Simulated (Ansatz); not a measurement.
## Ansatz (development build ahead of 0.2.0) run

```yaml
crystal:
  periodic: [false, false, false]
  atoms:
    - { symbol: Ga, position_ang: [0.0, 0.0, 0.0] }
    - { symbol: H, position_ang: [0.0, 0.0, 3.366] }
    - { symbol: S, position_ang: [0.0, 4.5261, -2.1106] }
    - { symbol: F, position_ang: [3.0908, -1.7845, -1.6643] }
basis:
  gaussian: { orbitals: pcseg-2 }
magnetization:
  initial_magnetization: 1
hamiltonian:
  xc: pbe0
```

The input is written out in the form of the current development build from the run's settings.

Results

```
Converged                       : yes
Total energy                    : -2422.74083 hartree
Spin squared of the determinant : 0.750
Stability test                  : minimum among restricted orbitals
```

Caution: charge can spread falsely over distant fragments; an unrestricted determinant lies well below.
